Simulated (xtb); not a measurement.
Zn(H)(OSiH3) (H4OSiZn), SMILES [SiH3][O][ZnH]. All values are semi-empirical tight-binding results from xtb (GFN2-xTB unless named), good for trends rather than for accurate numbers. Coordinates come from a GFN2-xTB optimisation.

Optimised geometry:

```xyz
7

Zn    -0.0007    -1.2525     0.0000
H      0.0116    -2.7045     0.0000
O      0.0010     0.4648     0.0000
Si     0.0001     2.0719     0.0000
H     -0.6994     2.5185    -1.2112
H      1.3988     2.5182     0.0000
H     -0.6994     2.5185     1.2112
```

For metal compounds this method's bond lengths and energies can be far off.

Computed properties:
| Item | Result |
|---|---|
| point group as xtb finds it | C3v |
| orbital gap | 4.90 eV |
| zero-point energy | 20.1 kcal/mol |
| G − E(el) at 298.15 K (modified RRHO) | 2.2 kcal/mol |

Computed atomic charges and the Wiberg bond orders between heavy atoms:
charges (e) Zn1 0.30, H2 0.01, O3 -0.49, Si4 0.50, H5 -0.11, H6 -0.11, H7 -0.11. Bond orders Zn1–O3 0.91, O3–Si4 1.19.
